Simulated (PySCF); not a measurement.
# TeBr: energy against distance

Set-up: basis Te cc-pVTZ-PP with ECP28, Br cc-pVTZ-PP with ECP10; scalar-relativistic core potentials; PySCF 2.14. Energies in eV from Te + Br in their ground configurations at the same level. State: ²Π (doublet), unpaired electrons π ↑.

All columns are PBE0. A positive dipole means Te(−)Br(+).

```
R (Å)  E (eV)  μ (D)  Mulliken charge on Te (basis-dependent)  HOMO (eV)  LUMO (eV)  Mayer bond order  ⟨S²⟩
2.125  -1.188   0.24                                    -0.02      -5.74      -3.77              1.40  0.75
2.224  -1.927  -0.12                                     0.04      -5.92      -3.94              1.33  0.75
2.323  -2.317  -0.49                                     0.09      -6.10      -4.10              1.28  0.75
2.397  -2.449  -0.76                                     0.12      -6.22      -4.21              1.24  0.75
2.471  -2.480  -1.03                                     0.14      -6.34      -4.31              1.21  0.75
2.545  -2.438  -1.29                                     0.16      -6.44      -4.40              1.17  0.75
2.644  -2.301  -1.63                                     0.19      -6.58      -4.52              1.13  0.75
2.768  -2.050  -2.02                                     0.21      -6.73      -4.64              1.09  0.76
2.916  -1.688  -2.44                                     0.22      -6.88      -4.77              1.05  0.76
3.114  -1.192  -2.86                                     0.23      -7.02      -5.02              0.96  0.82
```

A fit through these points gives, at Re = 2.462 Å, μ = -1.00 D and dμ/dR = -3.58 D/Å; the reduced mass is 49.09 u.

Question: How strong is the fundamental in the double-harmonic approximation, I = 42.26·(dμ/dR)²/μred km/mol?

Answer: I = 42.26·(-3.58)²/49.09 = 11.0 km/mol at PBE0.

Spin–orbit coupling is left out, which matters for elements this heavy, above all for dissociation energies. The state was picked by a PBE0 search and need not be the measured ground state.
